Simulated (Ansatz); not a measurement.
The same path of a periodic cell of 18 atoms, Al₁₆HC (surface Al(100), adsorbate CH) was run twice with different band settings. Lost on the way: C17–H18. Made: Al12–C17.

Method: DFT PBE-D3(BJ), scalar-relativistic, plane waves, PAW in Ansatz 0.2.0. Settings: cutoff 420 eV, k mesh 4x4x1, fermi-dirac smearing 0.15 eV, no spin polarisation.

Relaxed end points:

```xyz
18
Lattice="5.7276 0.0000 0.0000 0.0000 5.7276 0.0000 0.0000 0.0000 18.0750" Properties=species:S:1:pos:R:3
Al 1.432 1.432 1.000
Al 4.296 1.432 1.000
Al 1.432 4.296 1.000
Al 4.296 4.296 1.000
Al -0.001 0.000 3.033
Al 2.864 0.000 3.032
Al -0.001 2.865 3.033
Al 2.864 2.865 3.033
Al 1.431 1.433 4.956
Al 4.295 1.433 5.072
Al 1.431 4.297 5.072
Al 4.294 4.297 4.938
Al -0.034 -0.030 7.092
Al 2.894 -0.030 7.092
Al -0.034 2.898 7.092
Al 2.894 2.898 7.092
C 4.293 4.298 7.938
H 4.293 4.299 9.044
```

```xyz
18
Lattice="5.7276 0.0000 0.0000 0.0000 5.7276 0.0000 0.0000 0.0000 18.0750" Properties=species:S:1:pos:R:3
Al 1.432 1.432 1.000
Al 4.296 1.432 1.000
Al 1.432 4.296 1.000
Al 4.296 4.296 1.000
Al -0.024 0.014 3.009
Al 2.851 0.015 3.013
Al -0.024 2.854 3.008
Al 2.851 2.853 3.013
Al 1.327 1.436 4.940
Al 4.226 1.437 4.958
Al 1.425 4.299 4.882
Al 4.282 4.300 4.949
Al 0.042 0.021 7.053
Al 2.784 0.020 7.008
Al 0.040 2.854 7.054
Al 2.782 2.859 7.009
C 4.305 4.302 7.055
H 5.460 1.438 8.108
```

Common settings: spring 5.0 eV/Å²; optimiser quadratic models (default); end points relaxed; atoms held 1 to 4.

| run | movable images | climbing image | start path | force threshold | iteration limit |
| --- | --- | --- | --- | --- | --- |
| 1 | 7 | yes | IDPP | 0.03 eV/Å | 18 |
| 2 | 2 | no | default | 0.05 eV/Å | 50 |

Task: What does each run give, and how far can it be trusted?

Result: Run 1: converged after 11 iterations, highest image 1.717 eV above the first end. The order of the point at the top wasn't checked.
Run 2: converged after 9 iterations, highest image 0.713 eV above the first end. No image climbed, so the highest image needn't sit at the top of the path. A band with more images between the same ends climbed to 1.72 eV, so this one has probably stepped over the top.
Limits of this set-up: coarse k mesh, thin slab, slab without dipole correction, odd electron count without spin, a typed lattice constant that wasn't relaxed here.
